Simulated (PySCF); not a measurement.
C2H4Cl2Si2, SMILES [SiH3]C#C[SiH](Cl)Cl. Atoms are numbered in the order given.

```xyz
10

Si     3.7202    -0.0305     0.5831
C      1.8824    -0.1181     0.4672
C      0.6496    -0.1733     0.3835
Si    -1.1693    -0.2675     0.2811
Cl    -1.9408     1.6522     0.2613
Cl    -1.6936    -1.2434    -1.4663
H      4.2474     0.7596    -0.5791
H      4.2804    -1.4228     0.5508
H      4.0988     0.6409     1.8713
H     -1.7460    -1.0080     1.4397
```

The structure is a stationary point at PBE-D3(BJ)/def2-SVP. This is a generated structure with no PubChem entry under its InChIKey; it may be hypothetical.

These are PySCF with PBE-D3(BJ)/def2-SVP values and carry that method's errors.

Frequencies are harmonic and unscaled.

A small imaginary wavenumber (i) marks a very flat motion, where grid noise or a shallow saddle decides the sign.

Computed vibrational spectrum:
```csv
mode,ν (cm⁻¹),IR (km/mol),moving atoms (share of kinetic energy)
1,18i,0.0,H 97 %
2,51,0.1,"Cl 56 %, Si 25 %, C 12 %"
3,72,0.8,"C 41 %, Si 27 %, Cl 22 %, H 10 %"
4,158,3.9,"Cl 65 %, C 19 %, Si 14 %"
5,186,3.0,"C 63 %, Cl 20 %, H 12 %"
6,221,6.8,"C 34 %, Cl 32 %, Si 25 %, H 9 %"
7,337,4.2,"C 56 %, Si 19 %, Cl 15 %, H 10 %"
8,365,2.2,C 86 %
9,431,22.2,"Si 68 %, C 22 %"
10,527,51.1,"Si 52 %, Cl 40 %"
11,584,116.2,"Si 57 %, Cl 36 %"
12,651,39.3,"H 74 %, C 15 %, Si 10 %"
13,652,34.6,"H 74 %, C 16 %, Si 10 %"
14,774,148.7,H 88 %
15,784,139.2,"H 89 %, Si 9 %"
16,810,469.0,"C 65 %, Si 33 %"
17,888,192.2,H 91 %
18,903,35.8,H 97 %
19,903,35.8,H 97 %
20,2157,5.3,C 96 %
21,2180,79.5,H 95 %
22,2187,71.2,H 96 %
23,2188,69.6,H 96 %
24,2225,73.8,H 97 %
```
